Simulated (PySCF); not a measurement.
TDDFT excited states: C8H16

Compound: diisobutylene, C8H16.
Numbering: `[CH2:1]=[C:2]([CH3:3])[CH2:4][C:5]([CH3:6])([CH3:7])[CH3:8]` (hydrogens: H9, H10 on C1; H11, H12, H13 on C3; H14, H15 on C4; H16, H17, H18 on C6; H19, H20, H21 on C7; H22, H23, H24 on C8)

Level of theory: TDDFT CAM-B3LYP/def2-SVPD, vertical, gas phase, core orbitals frozen in the response in PySCF 2.14.0, density-fitted response routines. Isolated species at its PBE0-D3(BJ)/def2-SVP geometry (one conformer only). Torsions of this conformer, `[CH2:1]=[C:2]([CH3:3])[CH2:4][C:5]([CH3:6])([CH3:7])[CH3:8]`: C1–C2–C4–C5 -87°, C2–C4–C5–C6 66°.

| state | E (eV) | λ (nm) | f | \|μ\| (D) | main configurations (H = HOMO, L = LUMO) |
| --- | --- | --- | --- | --- | --- |
| S1 | 6.71 | 184.7 | 0.161 | 2.51 | H→L (78%), H→L+1 (13%) |
| S2 | 6.98 | 177.7 | 0.128 | 2.20 | H→L+1 (74%), H→L+2 (12%) |
| S3 | 7.76 | 159.8 | 0.016 | 0.73 | H→L+3 (73%), H→L+2 (10%) |
| S4 | 7.80 | 159.0 | 0.025 | 0.92 | H→L+2 (47%), H→L+5 (21%), H→L (10%) |
| S5 | 7.93 | 156.4 | 0.0055 | 0.43 | H-1→L+1 (45%), H-1→L (24%), H-4→L+1 (9%) |
| S6 | 8.31 | 149.2 | 0.017 | 0.73 | H→L+4 (51%), H→L+8 (19%), H→L+5 (18%) |
| S7 | 8.38 | 148.0 | 0.0003 | 0.10 | H→L+5 (21%), H→L+10 (16%), H→L+4 (15%) |
| S8 | 8.49 | 146.1 | 0.024 | 0.86 | H→L+8 (41%), H→L+9 (33%), H→L+5 (9%) |
| S9 | 8.58 | 144.4 | 0.012 | 0.60 | H-2→L (22%), H-2→L+1 (19%), H-5→L+1 (11%) |
| S10 | 8.70 | 142.5 | 0.025 | 0.86 | H→L+7 (59%), H→L+6 (10%), H→L+10 (10%) |

Triplets (Tamm–Dancoff): T1 4.18 eV, H→L+1 (62%), H→L (22%); T2 6.74 eV, H→L (58%), H→L+2 (16%), H→L+1 (14%); T3 7.51 eV, H-1→L+1 (43%), H-1→L (21%), H-4→L+1 (12%); T4 7.68 eV, H→L+3 (73%).

The lowest singlet lies at 6.71 eV (185 nm, vacuum ultraviolet) and is strong; its leading configuration is HOMO→LUMO (78%). The lowest level is also the most intense of those listed (f = 0.161). Löwdin shares by element: HOMO carbon 79% or more (atoms not listed hold the other 21%); LUMO carbon 35% or more (atoms not listed hold the other 65%). Orbital energies (eV): HOMO-3 -10.64, HOMO-2 -10.45, HOMO-1 -10.22, HOMO -8.29, LUMO 1.18, LUMO+1 1.41, LUMO+2 1.92. The listed states span 1.99 eV, and the widest gap between neighbours is 0.78 eV (S2 to S3). Of the 10 states listed, 8 reach f = 0.01 and 1 stays under 0.0005. The vertical ionisation energy (ΔSCF) is 8.99 eV, 0.28 eV above S10. Singlets were solved by full linear response, triplets in the Tamm–Dancoff approximation.

Time: 2.8 min wall. Hardware: Arm Neoverse V2, one thread (shared host).
